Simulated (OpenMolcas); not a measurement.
Er4+: CASPT2 settings compared

```
Program             : OpenMolcas 26.06
Basis               : ANO-R3 [10s8p5d5f3g2h]
Scalar Hamiltonian  : X2C, finite nucleus
Active space        : 10 electrons in 7 orbitals (4f)
State averaging     : 2S+1 = 5 even, 35 roots (30 in the spin-orbit step); 2S+1 = 3 even, 57 roots kept (CI in the orbitals of an earlier block, 26 in the spin-orbit step); 2S+1 = 1 even, 17 roots kept (CI in the orbitals of an earlier block, 0 in the spin-orbit step)
Spin-orbit coupling : RASSI with atomic mean-field integrals over the reference wave functions, term energies averaged over their components
```

Methods on the same reference wave functions:
A. CASSCF
B. SS-CASPT2, IPEA 0.3 Eh, sigma1 regulariser 0.15 Eh (closed shells correlated: 5s 5p)
C. SS-CASPT2, IPEA 0.4 Eh, imaginary shift 0.5 Eh (closed shells correlated: 4d 5s 5p)
D. SS-CASPT2, IPEA 0.75 Eh, imaginary shift 0.25 Eh (closed shells correlated: none)

Energies in cm⁻¹ above 4f¹⁰ ⁵I₈.

```json
{"Level": "4f¹⁰ ⁵I₈", "A": "0.0", "B": "0.0", "C": "0.0", "D": "0.0"}
{"Level": "4f¹⁰ ⁵I₇", "A": "6118", "B": "6150", "C": "6160", "D": "6140"}
{"Level": "4f¹⁰ ⁵I₆", "A": "10553", "B": "10520", "C": "10540", "D": "10520"}
{"Level": "4f¹⁰ ⁵I₅", "A": "13823", "B": "13720", "C": "13740", "D": "13740"}
{"Level": "4f¹⁰ ⁵I₄", "A": "16255", "B": "16090", "C": "16110", "D": "16130"}
{"Level": "4f¹⁰ ⁵F₅", "A": "24849", "B": "20940", "C": "20510", "D": "22460"}
```

Among B to D the level of the table that moves most is 4f¹⁰ ⁵F₅, by 1900 cm-1 (lowest in C, highest in D). Moves below CASPT2's spread within the term are not significant.

The lowest spin-free term lies below A's lowest term by 0.854 hartree in B, 1.525 hartree in C, 0.355 hartree in D.

CASPT2 breaks the degeneracy within a term, and the mean is taken; among the terms shown or strongly mixed into the levels shown the widest spread is 540 cm-1 (4f¹⁰ ⁵I, C). High states are left out of the spin-orbit mixing, which shifts the levels that they would mix with. Without dynamic correlation excited terms often stand tens of per cent too high (terms of higher spin than the ground term too low), and those without a measured partner can miss by more than the paired ones (holds for A). Levels of configurations outside the active space are missing. The table leaves out levels that lie high or whose names do not pair safely across all columns.
